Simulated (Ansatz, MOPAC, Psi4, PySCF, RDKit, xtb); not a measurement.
Dimer: ammonia borane (SMILES [BH3-][NH3+]) (first 8 atoms) with C2H4 (SMILES C=C); geometry from B3LYP-D3(BJ)/def2-TZVP, rigid monomers moved along the line of their centres of mass till H8···C10 is 2.29 Å.
(charge 0, multiplicity 1):
```xyz
14

B     -0.929     0.290     0.298
N      0.632    -0.167     0.570
H     -1.044     1.366     0.839
H     -1.607    -0.574     0.808
H     -1.049     0.344    -0.903
H      1.284     0.504     0.174
H      0.826    -1.072     0.153
H      0.812    -0.233     1.572
C      0.275     0.610     3.630
C     -0.120    -0.657     3.616
H      1.106     0.942     4.243
H     -0.233     1.362     3.037
H     -0.960    -0.975     3.010
H      0.373    -1.414     4.215
```

```
level                              interaction energy (kcal/mol)  cost
---------------------------------  -----------------------------  ----
UFF                                                        10.05     -
GFN-FF                                                     -0.12     -
AM1                                                        -1.17     -
PM3                                                         0.04     -
PM6                                                        -0.95     -
PM7                                                        -1.77     -
GFN1-xTB                                                   -1.96     -
GFN2-xTB                                                   -2.30     -
HF/STO-3G (no counterpoise)                                -0.03     -
HF/3-21G (no counterpoise)                                 -1.66     -
HF/6-31G*                                                   1.12     -
HF/6-31G* (no counterpoise)                                 0.03     -
HF/aug-cc-pVDZ                                              1.67     -
PBE/def2-TZVPPD                                            -2.46    ×1
PBE-D3(BJ)/def2-TZVPPD                                     -4.48    ×1
PBE-D4/def2-TZVPPD                                         -4.39    ×1
BP86/6-31G* (no counterpoise)                              -2.83     -
r2SCAN/def2-TZVPPD                                         -3.16    ×2
r2SCAN-D3(BJ)/def2-TZVPPD                                  -3.91    ×2
r2SCAN-D4/def2-TZVPPD                                      -3.80    ×2
B3LYP/3-21G (no counterpoise)                              -4.34     -
B3LYP/6-31G*                                               -1.43     -
B3LYP/6-31G* (no counterpoise)                             -2.91     -
B3LYP/6-311+G** (no counterpoise)                          -0.89     -
B3LYP/def2-TZVPPD                                          -0.79    ×2
B3LYP-D3(BJ)/def2-TZVPPD                                   -3.97    ×2
B3LYP-D4/def2-TZVPPD                                       -3.72    ×2
PBE0/def2-TZVPPD                                           -2.49    ×2
PBE0-D3(BJ)/def2-TZVPPD                                    -4.35    ×2
PBE0-D4/def2-TZVPPD                                        -4.22    ×2
M06-2X/6-31G* (no counterpoise)                            -5.55     -
wB97X-V/def2-TZVPPD                                        -3.47    ×3
wB97M-V/def2-TZVPPD                                        -3.69    ×4
MP2/6-31G*                                                 -1.35     -
MP2/6-31G* (no counterpoise)                               -3.79     -
MP2/aug-cc-pVDZ                                            -2.77    ×1
SCS-MP2/aug-cc-pVDZ                                        -1.54     -
SAPT0/jun-cc-pV(D+d)Z                                      -2.37     -
```

The rows run from -5.55 (M06-2X/6-31G* (no counterpoise)) to 10.05 kcal/mol (UFF). The dispersion term adds -2.03 in PBE-D3(BJ), -1.93 in PBE-D4, -0.75 in r2SCAN-D3(BJ). The 6 functionals in def2-TZVPPD without D3 or D4 span 2.90, from wB97M-V to B3LYP.

Counterpoise-corrected where a basis set is named; no monomer relaxation. Rows marked so take none. RDKit's UFF carries no charges.

Frozen-core correlation. Rows in 3-21G, 6-311+G**, 6-31G*, STO-3G carry no dispersion term and start afresh at each structure (6-31G* with six Cartesian d functions). MP2/6-31G* freezes PySCF's default core. The state reached by AM1, PM3, PM6, PM7 isn't checked; PM7 holds dispersion and hydrogen-bond terms.

The values were computed with Ansatz (Gaussian basis) for Hartree–Fock, density functionals and correlated methods; MOPAC for AM1, PM3, PM6, PM7 (differences of heats of formation); Psi4 for SAPT; PySCF for 3-21G rows, 6-311+G** rows, 6-31G* rows, STO-3G rows, the dispersion terms; RDKit for the force fields; xtb for the GFN methods. Each number belongs to the level named beside it.

Costs are rough ratios of core time to PBE/def2-TZVPPD (about 14 s over the structures, on one shared machine); a dash marks a level with no comparable run of its own.

Ansatz is a first-principles code.
